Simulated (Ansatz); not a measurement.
Abridged output of a molecular run in Ansatz:

```
Functional definition: HF
842 factors; integrals over basis functions are off by at most 8.5e-4 eV
mean field evaluation 1: about -25246.5320 eV, gradient 3.6e1 eV
mean field evaluation 2: about -25246.5760 eV, gradient 3.6e1 eV
mean field evaluation 4: about -25249.4768 eV, gradient 2.9e0 eV
mean field evaluation 8: about -25249.5159 eV, gradient 2.1e-1 eV
mean field -25249.51616627 eV, -927.9026043738 hartree, gradient 1.3e-6 eV, S^2 0.000000; 0 other end points of the search recorded, 0 dependent functions left out
13 core orbitals not correlated: weight in the atoms' cores, before any rotation towards them, 1.000 or more for the frozen orbitals, at most 0.000 for the correlated occupied ones
reference -25249.51616627 eV, -927.9026043738 hartree; 14, 14 occupied and 61, 61 virtual orbitals, 842 factors
second order -17.67286421 eV of doubles, -0.00000000 eV of singles
cycle   1  -18.07581829 eV  change   -4.0e-1 eV  update   9.9e-2
cycle   2  -18.49164842 eV  change   -4.2e-1 eV  update   2.9e-2
cycle   3  -18.59648775 eV  change   -1.0e-1 eV  update   1.6e-2
cycle   4  -18.59118311 eV  change    5.3e-3 eV  update   4.1e-3
cycle   5  -18.58893929 eV  change    2.2e-3 eV  update   1.7e-3
cycle   6  -18.58945859 eV  change   -5.2e-4 eV  update   6.2e-4
cycle   7  -18.58926015 eV  change    2.0e-4 eV  update   1.9e-4
cycle   8  -18.58921477 eV  change    4.5e-5 eV  update   6.7e-5
cycle   9  -18.58923614 eV  change   -2.1e-5 eV  update   2.6e-5
perturbative correction -0.49955656 eV, -0.0183583649 hartree
Total energy: -25268.60495898 eV, -928.6041045667 hartree
```

Its atoms:

```xyz
7

F    -0.485   -1.777    1.237
Si    0.347   -0.705    0.411
Cl    1.855   -1.771   -0.444
B     0.016    1.160    0.323
N    -0.567    0.312   -0.628
H     0.001    2.329    0.529
H    -1.168    0.453   -1.429
```

Problem. Which basis set was used?
A. def2-QZVPP
B. def2-SVP
C. def2-TZVPPD
D. cc-pV(T+d)Z

Solution. B. It gives 88 functions.

Problem. Write the keys of the input that set method, charge and spin (a neutral closed shell needs none for the last two).

Solution. 
```yaml
correlation: {method: ccsd_t}
```
